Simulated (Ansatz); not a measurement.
Ansatz results at the PBE0-D4/def2-TZVP geometry: size of the dipole moment (PBE/def2-TZVPP) 3.54 D; LUMO energy (PBE0/def2-TZVPP) -2.86 eV; zero-point energy (PBE0-D4/def2-TZVP) 80.8 kJ/mol.

Each molecule was computed in one conformer, which needn't be the lowest.

Question: Which molecule gave them?
A. `[NH]=[W](=[NH])([OH])[F]`
B. `C[O][W](=[O])(=[O])[F]`
C. `[NH2][W](=[S])(=[S])[Cl]`
D. `C[O][W](=[NH])(=[NH])[OH]`

Answer: C. The others give `[NH]=[W](=[NH])([OH])[F]`: 2.42, -1.05, 115.1; `C[O][W](=[O])(=[O])[F]`: 3.96, -1.76, 133.0; `C[O][W](=[NH])(=[NH])[OH]`: 0.90, -0.50, 218.5.
